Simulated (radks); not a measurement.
Ge5+, 27 electrons, occupied as [Ar] 3d9.

Calculated with a radial shooting solver on a logarithmic mesh with Libxc functionals: scalar-relativistic Kohn-Sham, r2SCAN, spin-unpolarised, spherical densities, finite nucleus; meta-GGA in the generalised Kohn-Sham scheme; Fermi nuclear charge, rms radius 4.0742 fm.

Energy parts (hartree):
| part | energy |
|---|---|
| total | -2092.00392 |
| kinetic | 2130.17668 |
| electron-nucleus | -4965.14817 |
| Hartree | 820.62110 |
| exchange-correlation | -77.65353 |

Orbitals (lengths in bohr, moments of r in powers of bohr; r(max) is where P^2 peaks):
orbital  occ.  eigenvalue (hartree)  <1/r>   r(max)
1s          2             -406.8764  32.38  0.03073
2s          2             -53.77190  7.124   0.1759
2p          6             -47.28411  6.968   0.1412
3s          2              -9.18611  2.305   0.5400
3p          6              -7.16532  2.157   0.5405
3d          9              -3.85719  1.866   0.4977

The highest occupied level is 3d at -104.96 eV. The electron density at the nucleus is 3.204e+04 e/bohr^3 (large components only). Summed over all electrons, <r^2> = 9.255 bohr^2, which gives a Langevin (diamagnetic) susceptibility term of -7.33 x 10^-6 cm^3/mol. The density falls to 0.001 e/bohr^3 at r = 2.18 bohr.
